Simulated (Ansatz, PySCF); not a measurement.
Here is a job for PySCF.
```python
from pyscf import gto, scf, cc

mol = gto.Mole()
mol.atom = '''
    C    -0.031589    1.108495    0.006189
    S     0.019821   -0.695564   -0.003883
    H    -1.068375    1.463682   -0.032915
    H     0.434815    1.501210    0.917701
    H     0.505949    1.513161   -0.859785
'''
mol.basis = 'sto-3g'
mol.charge = -1
mol.spin = 0
mol.verbose = 4
mol.build()

mf = scf.RHF(mol)
mf.kernel()

mycc = cc.CCSD(mf, frozen=6)
mycc.kernel()
et = mycc.ccsd_t()
print('E(CCSD(T)) = %.10f' % (mycc.e_tot + et))
```

Question: Convert this to an input for Ansatz (a quantum-chemistry and plane-wave program).

Answer: One answer among several that fit: 
Ansatz 0.2 input:
```yaml
crystal:
  periodic: [false, false, false]
  atoms:
    - {symbol: C, position_ang: [-0.03158867, 1.10849493, 0.00618882]}
    - {symbol: S, position_ang: [0.01982142, -0.69556393, -0.00388339]}
    - {symbol: H, position_ang: [-1.06837494, 1.46368151, -0.03291479]}
    - {symbol: H, position_ang: [0.43481506, 1.50121040, 0.91770101]}
    - {symbol: H, position_ang: [0.50594923, 1.51316136, -0.85978488]}
basis:
  gaussian:
    orbitals: STO-3G
total_charge: -1
magnetization: {spin_polarized: false}
correlation: {method: ccsd_t, electrons: outside_noble_gas}
accuracy: high
```

Both were run: PySCF gave -432.189994 Eh and Ansatz -432.189994 Eh, 0.000 mEh apart.
